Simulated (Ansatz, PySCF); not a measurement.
The pair A = HF (SMILES F) (first 2 atoms), B = C2H3N (SMILES CC#N); geometry from B3LYP-D3(BJ)/def2-TZVP.
(charge 0, multiplicity 1):
```tsv
atom	x (Å)	y (Å)	z (Å)
F	0.4826	-0.3172	-0.3494
H	0.3599	-0.1849	0.5756
C	-0.2097	0.4278	4.8640
C	-0.0203	0.2243	3.4392
N	0.1292	0.0636	2.3142
H	-1.2222	0.1416	5.1489
H	0.5016	-0.1795	5.4239
H	-0.0540	1.4774	5.1134
```

Cores are frozen in the correlated methods. CBS: X⁻³ extrapolation of the correlation energy, Hartree–Fock from the larger set. MP2 and its Hartree–Fock in aug-cc-pVTZ are density fitted.

Codes used: Ansatz (Gaussian orbitals); PySCF for the dispersion terms. Each number belongs to the level named beside it.

The monomers are drawn apart, rigid, along the line of their centres of mass. Counterpoise-corrected interaction energies (kcal/mol):

| level | R = 4.689 Å | R = 5.398 Å |
|---|---|---|
| PBE/def2-TZVPPD | -5.9975 | -3.1297 |
| PBE-D3(BJ)/def2-TZVPPD | -6.2661 | -3.2680 |
| wB97M-V/def2-TZVPPD | -5.9667 | -3.1591 |
| MP2/CBS(aug-cc-pVDZ, aug-cc-pVTZ) + ΔCCSD(T)/aug-cc-pVDZ | -5.9174 | -3.1443 |

R is the distance of the centres of mass. Find the local exponent m of E ∝ R⁻ᵐ between the two points.


m = ln(E₁/E₂)/ln(R₂/R₁): PBE/def2-TZVPPD 4.6; PBE-D3(BJ)/def2-TZVPPD 4.6; wB97M-V/def2-TZVPPD 4.5; MP2/CBS(aug-cc-pVDZ, aug-cc-pVTZ) + ΔCCSD(T)/aug-cc-pVDZ 4.5. For scale, two fixed dipoles give m = 3, dipole and quadrupole 4, quadrupoles 5, and dispersion or dipole-induced dipole 6 at long range; at these distances several terms mix, and what is left of overlap and damping shifts m, so it need not match one of them.

Ansatz is a program for electronic structure.
